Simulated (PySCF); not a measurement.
Ionisation energy of Rb²⁺ by level of theory

Rb²⁺ [Ar] 3d10 4s2 4p5 (2P) → Rb³⁺ [Ar] 3d10 4s2 4p4 (3P), as a difference of total energies. Calculation: PySCF 2.14, in cc-pVDZ-X2C (6s5p3d, 36 functions); the spin-free X2C one-electron Hamiltonian (Gaussian nucleus). Correlated levels: valence: [Ar] 3d10 4s2 frozen. The calculations carry no spin-orbit coupling.

```json
{"method": "UHF", "ionisation energy (eV)": "39.872", "difference from reference (eV)": "+0.625"}
{"method": "TPSS", "ionisation energy (eV)": "41.134", "difference from reference (eV)": "+1.887"}
{"method": "r2SCAN", "ionisation energy (eV)": "41.248", "difference from reference (eV)": "+2.001"}
{"method": "MP2 (valence)", "ionisation energy (eV)": "39.930", "difference from reference (eV)": "+0.683"}
{"method": "SCS-MP2 (valence)", "ionisation energy (eV)": "39.930", "difference from reference (eV)": "+0.683"}
{"method": "CCSD (valence)", "ionisation energy (eV)": "39.936", "difference from reference (eV)": "+0.689"}
{"method": "CCSD(T) (valence)", "ionisation energy (eV)": "39.936", "difference from reference (eV)": "+0.689"}
```

Reference: 39.247 eV (semi-empirical (NIST evaluation); NIST Atomic Spectra Database, ionization energies).

The reference lies between the lowest fine-structure levels, while these numbers refer to the centres of the terms.

Errors of the correlated levels include the incompleteness of this basis and the frozen core.
